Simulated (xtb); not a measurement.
H2Zr, SMILES [ZrH2], multiplicity 1. All values are semi-empirical tight-binding results from xtb (GFN2-xTB unless named), good for trends rather than for accurate numbers. The structure is a stationary point at GFN2-xTB. The multiplicity is an assumed one; other spin states were not compared.

For metal compounds this method's bond lengths and energies can be far off.

Computed properties:
The point group as xtb finds it is D∞h. The orbital gap comes out as 0.22 eV and the zero-point energy is 5.2 kcal/mol. The G − E(el) at 298.15 K (modified RRHO) comes out as -7.4 kcal/mol.
